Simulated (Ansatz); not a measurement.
Computed with Ansatz.

CH$_{5}$NOSi, SMILES `CO[Si]N` at its PBE0-D4/def2-TZVP geometry, where that method's forces vanish. The species carries charge 0 and has multiplicity 1.

```json
{"atom": "C1", "x (Å)": "1.523", "y (Å)": "-0.670", "z (Å)": "0.394"}
{"atom": "O2", "x (Å)": "0.265", "y (Å)": "-0.306", "z (Å)": "-0.120"}
{"atom": "Si3", "x (Å)": "-0.632", "y (Å)": "0.946", "z (Å)": "0.501"}
{"atom": "N4", "x (Å)": "-1.960", "y (Å)": "0.810", "z (Å)": "-0.559"}
{"atom": "H5", "x (Å)": "1.493", "y (Å)": "-1.708", "z (Å)": "0.737"}
{"atom": "H6", "x (Å)": "1.825", "y (Å)": "-0.035", "z (Å)": "1.237"}
{"atom": "H7", "x (Å)": "2.279", "y (Å)": "-0.586", "z (Å)": "-0.391"}
{"atom": "H8", "x (Å)": "-2.755", "y (Å)": "1.425", "z (Å)": "-0.502"}
{"atom": "H9", "x (Å)": "-2.038", "y (Å)": "0.125", "z (Å)": "-1.296"}
```

Task: For each bond, give half the difference of the two atoms' forces along it (eV/Å; positive pushes the atoms apart) under PBE-D4, r2SCAN-D4, B3LYP-D4, ωB97M-V in def2-TZVPP. (Estimate.)

Result: The calculation gave: 
| bond | length (Å) | PBE-D4 | r2SCAN-D4 | B3LYP-D4 | ωB97M-V |
| --- | --- | --- | --- | --- | --- |
| C1–O2 | 1.408 | 0.22 | 0.29 | 0.26 | 0.26 |
| C1–H5 | 1.093 | 0.08 | -0.07 | -0.10 | -0.11 |
| C1–H6 | 1.097 | 0.08 | -0.07 | -0.07 | -0.09 |
| C1–H7 | 1.093 | 0.08 | -0.07 | -0.10 | -0.11 |
| O2–Si3 | 1.660 | 0.41 | 0.03 | 0.07 | 0.03 |
| Si3–N4 | 1.705 | 0.22 | 0.04 | 0.10 | 0.07 |
| N4–H8 | 1.007 | 0.16 | -0.01 | -0.05 | -0.03 |
| N4–H9 | 1.010 | 0.17 | 0.03 | -0.01 | -0.05 |

B3LYP here is the variant with VWN-RPA as its local correlation; programs differ in this.
